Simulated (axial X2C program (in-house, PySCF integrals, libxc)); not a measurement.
Low determinants of RuS⁺ at the PBE0 level, without spin–orbit coupling

Computed with an in-house all-electron X2C program for linear molecules (integrals from PySCF). Spin-free means the one-electron spin-free X2C Hamiltonian. Basis: Ru dyall-cv3z [12s12p8d5f3g], S dyall-av3z [9s8p3d2f] (cores contracted in-house); Gaussian nuclei, density fitting, unrestricted open shells. Masses: Ru 101.904 u, S 31.972 u.

Search at 2.080 Å (vertical energies from the lowest determinant):

```
ΔE (eV)             state  electrons beyond evenly filled partner blocks  electrons in σ, π, δ, φ
   0.00  M_S = 5/2, Λ = 0                         σα, π+α, π-α, δ+α, δ-α                27 26 6 0
   0.50  M_S = 3/2, Λ = 3                         σα, π+α, δ+α, δ+β, δ-α                27 25 7 0
   0.50  M_S = 3/2, Λ = 1                         σα, π-α, δ+α, δ+β, δ-α                27 25 7 0
   0.60  M_S = 3/2, Λ = 2                        π+α, π-α, δ+α, δ+β, δ-α                26 26 7 0
   1.09  M_S = 3/2, Λ = 0                         σα, π+β, π-α, δ+α, δ-α                27 26 6 0
   1.09  M_S = 3/2, Λ = 2                         σα, π+α, π+β, δ+α, δ-α                27 26 6 0
   1.29  M_S = 3/2, Λ = 0                         σβ, π+α, π-α, δ+α, δ-α                27 26 6 0
```

Lowest determinant, M_S = 5/2, Λ = 0 (beyond evenly filled blocks: σα, π+α, π-α, δ+α, δ-α): Re = 2.110 Å, ωe = 476.3 cm⁻¹.

The determinant in row 2 of the search, M_S = 3/2, Λ = 3 (beyond evenly filled blocks: σα, π+α, δ+α, δ+β, δ-α), was followed along the bond at PBE0; measured from the minimum of the lowest determinant it gives:

Te = 0.501 eV (4045 cm⁻¹), Re = 2.043 Å, ωe = 466.5 cm⁻¹.

(1) Compare the bond of the determinant in row 2 with that of the lowest one.

The search compares states at one distance, so a state with another bond length can lie lower; it is not exhaustive and yields mostly the lowest determinant of each block pattern, so other components and higher states of one pattern are missing. These are energies of single determinants, not of spin-adapted states; PBE0 term energies can be off by some tenths of an eV, and the functional has no current term. The lowest determinant need not be the ground state where others lie within half an eV. Row 2 is spin-contaminated (⟨S²⟩ = 3.92 against 3.75), so its values are not those of a pure state.

Answers

(1) At PBE0 its Re is 0.067 Å shorter and its force constant, which goes as ωe², is 0.96 times that of the lowest determinant. This determinant mixes spin states, so it has no term energy of its own.
